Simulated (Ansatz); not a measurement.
F₂S, triplet, at a GFN2-xTB geometry (a higher spin typed on purpose: for a closed-shell molecule this is an excited state). Base run: CCSD(T)/6-31G* (Ansatz, an electronic-structure program).

Here is a job for Ansatz.
Ansatz 0.2 input:
```yaml
crystal:
  periodic: [false, false, false]
  atoms:
    - {symbol: F, position_ang: [-1.06282617, -0.59373096, -0.00094504]}
    - {symbol: S, position_ang: [-0.09238123, 0.70770983, -0.00877839]}
    - {symbol: F, position_ang: [1.22705948, -0.66441984, 0.01655107]}
basis:
  gaussian:
    orbitals: 6-31G*
magnetization: {spin_polarized: true, initial_magnetization: 2}
correlation: {method: ccsd_t}
```

The base run was repeated with changes; each row names its change, and settings that it needs were set with it.

```json
[
 {"change": "base", "ΔE vs base (mEh)": "0.000", "MP2 correlation (Eh)": "-0.45342", "CC correlation without the perturbative part (Eh)": "-0.47559", "basis functions": "49", "core-seconds (rough)": "10"},
 {"change": "method = bccd", "ΔE vs base (mEh)": "15.581", "MP2 correlation (Eh)": "-0.45342", "CC correlation without the perturbative part (Eh)": "-0.47249", "basis functions": "49", "core-seconds (rough)": "10"},
 {"change": "method = rpa", "ΔE vs base (mEh)": "-4.701", "MP2 correlation (Eh)": "-", "CC correlation without the perturbative part (Eh)": "-", "basis functions": "49", "core-seconds (rough)": "2"},
 {"change": "electrons = outside_noble_gas", "ΔE vs base (mEh)": "0.000", "MP2 correlation (Eh)": "-0.45342", "CC correlation without the perturbative part (Eh)": "-0.47559", "basis functions": "49", "core-seconds (rough)": "10"},
 {"change": "method = mp2", "ΔE vs base (mEh)": "[?]", "MP2 correlation (Eh)": "-0.45342", "CC correlation without the perturbative part (Eh)": "-", "basis functions": "49", "core-seconds (rough)": "2"},
 {"change": "electrons = all", "ΔE vs base (mEh)": "[?]", "MP2 correlation (Eh)": "[?]", "CC correlation without the perturbative part (Eh)": "[?]", "basis functions": "49", "core-seconds (rough)": "20"},
 {"change": "fitting = cc-pVTZ-JKFIT (mean field), cc-pVTZ-RIFIT (correlation)", "ΔE vs base (mEh)": "0.127", "MP2 correlation (Eh)": "-0.45340", "CC correlation without the perturbative part (Eh)": "-0.47564", "basis functions": "49", "core-seconds (rough)": "10"},
 {"change": "diis_vectors = 4", "ΔE vs base (mEh)": "0.000", "MP2 correlation (Eh)": "-0.45342", "CC correlation without the perturbative part (Eh)": "-0.47559", "basis functions": "49", "core-seconds (rough)": "10"},
 {"change": "reference functional = pbe0", "ΔE vs base (mEh)": "1.359", "MP2 correlation (Eh)": "-", "CC correlation without the perturbative part (Eh)": "-0.50240", "basis functions": "49", "core-seconds (rough)": "4"},
 {"change": "method = ccsd", "ΔE vs base (mEh)": "12.480", "MP2 correlation (Eh)": "-0.45342", "CC correlation without the perturbative part (Eh)": "-0.47559", "basis functions": "49", "core-seconds (rough)": "10"}
]
```

Problem. What belongs in the gaps?

Solution. 
- method = mp2, ΔE vs base (mEh): 34.658
- electrons = all, ΔE vs base (mEh): -14.577
- electrons = all, MP2 correlation (Eh): -0.46882
- electrons = all, CC correlation without the perturbative part (Eh): -0.48988
